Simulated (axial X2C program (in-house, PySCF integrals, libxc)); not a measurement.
**Curves of FErF from open-shell CI on f11 s1**

Calculated with an in-house all-electron X2C program for linear molecules (integrals from PySCF): two-component X2C with atomic mean-field Coulomb and Gaunt terms, basis F dyall-av3z, Er dyall-v3z (cores contracted in-house). Orbitals come from Hartree–Fock averaged over the configuration Er f11 s1; CI then distributes these electrons over the f, s shells of Er.

Scan along the symmetric stretch (R is each bond); masses F 18.998 u, Er 165.930 u, F 18.998 u. Energies in cm⁻¹ from the lowest point; levels are followed by energy order within each Ω. Lowest level at 2.033 Å: 100% f11 s1.

| R (Å) | (1)Ω=0 | (1)Ω=1 | (1)Ω=2 | (1)Ω=3 | (1)Ω=4 | (1)Ω=5 | (1)Ω=6 | (1)Ω=7 | (2)Ω=0 |
| --- | --- | --- | --- | --- | --- | --- | --- | --- | --- |
| 1.891 | 4413 | 4474 | 4642 | 4852 | 4985 | 4981 | 4957 | 5195 | 5586 |
| 1.962 | 942 | 992 | 1130 | 1305 | 1433 | 1474 | 1509 | 1768 | 2154 |
| 2.033 | 0 | 42 | 157 | 306 | 429 | 497 | 573 | 841 | 1252 |
| 2.114 | 1104 | 1138 | 1234 | 1360 | 1477 | 1564 | 1669 | 1939 | 2400 |
| 2.196 | 3831 | 3860 | 3940 | 4049 | 4159 | 4256 | 4380 | 4647 | 5171 |
| 2.287 | 8071 | 8095 | 8162 | 8256 | 8358 | 8461 | 8597 | 8858 | 9457 |
| 2.399 | 14295 | 14314 | 14369 | 14448 | 14541 | 14646 | 14789 | 15040 | 15731 |

(1) Fit the curves (1)Ω=0, (1)Ω=1, (1)Ω=2, (1)Ω=3, (1)Ω=4, (1)Ω=5, (1)Ω=6, (1)Ω=7, (2)Ω=0 near their minima.

The 9 lowest curves are shown; the next is (2)Ω=1, from 1308 cm⁻¹.

There is no dynamic correlation: spin–orbit spacings and, for f shells, spacings inside one term are the most reliable numbers, splittings between terms come out too wide, and energies between configurations are not reliable, so the lowest level need not be the ground state of the molecule. At most 4 roots were kept for each Ω > 0 (twice that for Ω = 0) within 2.2 eV of the lowest, so higher up levels can be missing between those listed; levels with Ω > 0 are doubly degenerate and listed once, Ω = 0 levels singly. The molecule was held linear; bending was not examined.

Answers

(1) From the open-shell CI curves, Te from the lowest:

```json
{"level": "(1)Ω=0", "Te (cm⁻¹)": "0", "Re (Å)": "2.030", "ωe (cm⁻¹)": "565.6"}
{"level": "(1)Ω=1", "Te (cm⁻¹)": "42", "Re (Å)": "2.031", "ωe (cm⁻¹)": "565.5"}
{"level": "(1)Ω=2", "Te (cm⁻¹)": "158", "Re (Å)": "2.031", "ωe (cm⁻¹)": "565.2"}
{"level": "(1)Ω=3", "Te (cm⁻¹)": "307", "Re (Å)": "2.032", "ωe (cm⁻¹)": "565.0"}
{"level": "(1)Ω=4", "Te (cm⁻¹)": "430", "Re (Å)": "2.033", "ωe (cm⁻¹)": "564.6"}
{"level": "(1)Ω=5", "Te (cm⁻¹)": "498", "Re (Å)": "2.032", "ωe (cm⁻¹)": "564.1"}
{"level": "(1)Ω=6", "Te (cm⁻¹)": "573", "Re (Å)": "2.030", "ωe (cm⁻¹)": "563.8"}
{"level": "(1)Ω=7", "Te (cm⁻¹)": "841", "Re (Å)": "2.030", "ωe (cm⁻¹)": "563.0"}
{"level": "(2)Ω=0", "Te (cm⁻¹)": "1250", "Re (Å)": "2.029", "ωe (cm⁻¹)": "567.6"}
```

Without dynamic correlation distances can be off by several hundredths of an Å (long for ionic bonds, short for multiple bonds) and the wavenumbers are rough.
